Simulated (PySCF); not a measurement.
## Levels of Co¹⁶⁺ from EOM-EA-GCCSD

Reference: closed-shell Co¹⁷⁺, [Ne]; one electron is added. Calculated with PySCF 2.14, two-component X2C-1e with screened spin-orbit coupling, an even-tempered Gaussian basis (18 s from 0.84 bohr⁻², ratio 2.6; 12 p from 1.1 bohr⁻², ratio 2.6; 6 d from 1.1 bohr⁻², ratio 2.8; 3 f from 35 bohr⁻², ratio 2.8); frozen 1s2; the 50 highest virtual spinors dropped; of the others 44 kept and the rest restored at second order. No Breit or QED terms. Binding energies in eV.

| level | Koopmans | second order | EOM-CCSD |
| --- | --- | --- | --- |
| 3s1/2 | 545.83 | 546.46 | 546.47 |
| 3p1/2 | 509.33 | 510.02 | 510.03 |
| 3p3/2 | 506.09 | 506.77 | 506.78 |
| 3d3/2 | 456.25 | 456.72 | 456.73 |
| 3d5/2 | 455.78 | 456.25 | 456.26 |

Electric-dipole lines between these computed levels:

```tsv
lower	upper	ΔE (eV)	vacuum wavelength (nm)
3s1/2	3p1/2	36.437	34.03
3s1/2	3p3/2	39.687	31.24
3p1/2	3d3/2	53.301	23.26
3p3/2	3d3/2	50.052	24.77
3p3/2	3d5/2	50.523	24.54
```

For comparison, the ionisation energy of Co¹⁶⁺ is 546.59 eV (semi-empirical (NIST evaluation); NIST Atomic Spectra Database, ionization energies).

Only part of the computed levels is shown.
